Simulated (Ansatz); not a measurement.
A nudged elastic band was laid between two geometries of BClH$_{5}$NOSi (10 atoms, charge 0, multiplicity 1).

The calculation used RKS r2SCANh-D4/def2-SVP (Ansatz).

```json
{
 "movable images": "9",
 "climbing image": "yes",
 "spring": "5.0 eV/Å²",
 "optimiser": "fire",
 "start path": "IDPP",
 "force threshold": "0.05 eV/Å",
 "iteration limit": "51",
 "end points": "relaxed",
 "largest step": "0.02 Å"
}
```

Initial state:

```xyz
10
Properties=species:S:1:pos:R:3
N -0.675 1.395 1.517
B -0.300 0.214 0.878
O 0.329 0.288 -0.349
Si 0.759 -0.900 -1.409
Cl -0.877 -1.453 -2.544
H -1.133 1.411 2.415
H -0.516 2.306 1.106
H -0.521 -0.857 1.400
H 1.784 -0.344 -2.320
H 1.234 -2.109 -0.692
```

Final state:

```xyz
10
Properties=species:S:1:pos:R:3
N -0.638 1.495 1.437
B -0.071 0.904 0.308
O 0.074 -0.468 0.274
Si 0.562 -1.480 -0.932
Cl -1.059 -2.011 -2.098
H -0.769 2.491 1.528
H -0.961 0.952 2.226
H 0.295 1.591 -0.620
H 1.553 -0.816 -1.814
H 1.096 -2.709 -0.305
```

(1) What changes between the two ends?

(2) What energy profile does the band end with?

(3) What is the geometry of the highest image?

## Answers

(1) No bond is made or broken. The dihedral B2–O3–Si4–Cl5 goes from 81 to -87°.

(2) The run converged. The highest image is number 6 of 0 to 10, 0.018 eV above the ends, which have the same energy within 2 meV. The order of the stationary point at the top wasn't checked.

| image | path coordinate (Å) | energy (eV) | dihedral B2–O3–Si4–Cl5 (°) |
| --- | --- | --- | --- |
| 0 | 0.00 | 0.000 | 81 |
| 1 | 0.53 | 0.002 | 67 |
| 2 | 1.06 | 0.008 | 53 |
| 3 | 1.60 | 0.015 | 37 |
| 4 | 2.13 | 0.017 | 18 |
| 5 | 2.66 | 0.018 | -3 |
| 6 | 3.19 | 0.018 | -24 |
| 7 | 3.73 | 0.013 | -42 |
| 8 | 4.26 | 0.006 | -58 |
| 9 | 4.79 | 0.001 | -72 |
| 10 | 5.33 | 0.000 | -87 |

(3) 
```xyz
10
Properties=species:S:1:pos:R:3
N -0.586 1.479 1.497
B -0.619 0.460 0.543
O 0.550 0.026 -0.046
Si 0.922 -1.070 -1.219
Cl -0.556 -2.504 -1.405
H -1.428 1.796 1.953
H 0.257 1.946 1.801
H -1.680 -0.033 0.242
H 1.049 -0.391 -2.530
H 2.173 -1.759 -0.834
```

The run took 14 min on 2 threads of Arm Neoverse V1, on a shared host, peak memory 0.26 GiB.
